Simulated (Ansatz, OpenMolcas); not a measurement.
# A ladder of methods for BHOF2 (difluorohydroxyborane)

BHOF2: 5 atoms, total charge 0, spin state singlet. As SMILES, `OB(F)F`. The coordinates come from a PBE0-D4/def2-TZVP relaxation.

Each level gives the vertical energy of the triplet above the singlet (eV). The values are calculated.

```json
{"level": "BLYP/def2-SVPD", "kind": "GGA", "program": "Ansatz", "value (eV)": "8.63", "CPU time (all runs)": "32 s"}
{"level": "PBE/def2-SVPD", "kind": "GGA", "program": "Ansatz", "value (eV)": "8.68", "CPU time (all runs)": "71 s"}
{"level": "TPSS/def2-SVPD", "kind": "meta-GGA", "program": "OpenMolcas", "value (eV)": "8.74", "CPU time (all runs)": "2.9 min"}
{"level": "r2SCAN/def2-SVPD", "kind": "meta-GGA", "program": "Ansatz", "value (eV)": "8.85", "CPU time (all runs)": "67 s"}
{"level": "B3LYP/def2-SVPD", "kind": "global hybrid", "program": "OpenMolcas", "value (eV)": "8.92", "CPU time (all runs)": "75 s"}
{"level": "BHLYP/def2-SVPD", "kind": "global hybrid", "program": "Ansatz", "value (eV)": "8.99", "CPU time (all runs)": "20 s"}
{"level": "RPA@PBE/def2-SVPD", "kind": "RPA", "program": "Ansatz", "value (eV)": "8.73", "CPU time (all runs)": "1.8 min"}
{"level": "CCSD/def2-SVPD", "kind": "coupled cluster or CI", "program": "Ansatz", "value (eV)": "9.15", "CPU time (all runs)": "2 min"}
```

The values span 8.63 to 9.15 eV. Times are those of the runs behind each value, whatever else they computed, on shared processors of several kinds: orders of magnitude only.
